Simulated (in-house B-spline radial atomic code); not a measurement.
Configurations of the nitrogen ion N⁺, with energies counted from [He] 2s2 2p2. All numbers are computed (Dirac-Hartree-Fock, average of configuration; Fermi nucleus of rms radius 2.5582 fm) with an all-electron radial atomic-structure program (B-spline basis), not measured. Energies include first-order Breit, QED and recoil terms.

Occupations are held fixed; configurations that lie above the ionisation limit could autoionise.

```csv
configuration,E - E(ref) (eV),highest orbital,its <r> (bohr)
[He] 2s1 2p3,12.223,2p3/2,1.274
[He] 2s2 2p1 3s1,17.307,3s1/2,3.886
[He] 2s2 2p1 4f1,24.663,4f7/2,8.991
[He] 2s2 2p1 5g1,25.888,5g9/2,13.75
[He] 2s2 2p1 6s1,26.109,6s1/2,20.9
[He] 2s2 2p1 6f1,26.553,6f7/2,23.98
[He] 2s1 2p2 4d1,35.313,4d5/2,10.13
[He] 2s1 2p2 5g1,36.629,5g9/2,13.75
[He] 2s1 2p2 6f1,37.293,6f7/2,23.98
```

Question: Order these further configurations by energy, lowest first.
A. [He] 2s2 2p1 4s1
B. [He] 2s1 2p2 3d1
C. [He] 2s1 2p2 5f1
D. [He] 2s2 2p1 6g1
E. [He] 2s2 2p1 3d1

Answer: E (21.858 eV), A (22.963 eV), D (26.554 eV), B (32.585 eV), C (36.628 eV).

Question: How far above the reference does [He] 2s1 2p2 6d1 lie?

Answer: 37.264 eV; its least bound orbital is 6d5/2 with <r> = 24.93 bohr.

Question: How far above the reference does [He] 2s2 2p1 6d1 lie?

Answer: 26.525 eV; its least bound orbital is 6d5/2 with <r> = 24.96 bohr.

Question: How far above the reference does [He] 2s2 2p1 5d1 lie?

Answer: 25.841 eV; its least bound orbital is 5d5/2 with <r> = 16.81 bohr.
